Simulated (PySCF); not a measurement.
(3Z)-4-fluoropenta-1,3-diene (C5H7F), SMILES C=C/C=C(/C)F.

Geometry: PBE0-D3(BJ)/def2-SVP. Other conformers were not sampled.

The numbers are results of PySCF 2.14.0 with TDA-LC-ωPBE/def2-SVPD, not measurements.

Vertical excitations.  State labels are in the subgroup Cs.

Problem. List the lowest excited states. (The exact figures need the calculation; the answer reports its results.)

Solution. 
```csv
state,symmetry,energy (eV),λ (nm),f,main pairs
S1,A',6.29,197,1.117,HOMO→LUMO 94 %
S2,A",6.93,179,0.000,HOMO→LUMO+1 76 %
S3,A",7.63,163,0.024,"HOMO→LUMO+3 45 %, HOMO→LUMO+2 36 %"
S4,A",7.81,159,0.006,"HOMO→LUMO+2 37 %, HOMO→LUMO+3 33 %, HOMO−2→LUMO 16 %"
S5,A",7.87,158,0.005,"HOMO−2→LUMO 76 %, HOMO→LUMO+3 11 %"
S6,A',8.12,153,0.055,"HOMO→LUMO+5 79 %, HOMO−1→LUMO 14 %"
S7,A",8.45,147,0.020,"HOMO→LUMO+4 56 %, HOMO→LUMO+1 10 %"
S8,A",8.58,145,0.000,HOMO−3→LUMO 79 %
S9,A',8.67,143,0.007,"HOMO−1→LUMO 78 %, HOMO→LUMO+5 13 %"
S10,A",8.98,138,0.004,"HOMO→LUMO+7 42 %, HOMO→LUMO+6 28 %"
T1,A',3.04,407,0,HOMO→LUMO 91 %
T2,A',4.90,253,0,"HOMO−1→LUMO 51 %, HOMO→LUMO+5 39 %"
T3,A",6.75,184,0,"HOMO→LUMO+1 72 %, HOMO→LUMO+4 12 %"
T4,A",7.35,169,0,HOMO−2→LUMO 87 %
```
Triplets are in the Tamm–Dancoff approximation.
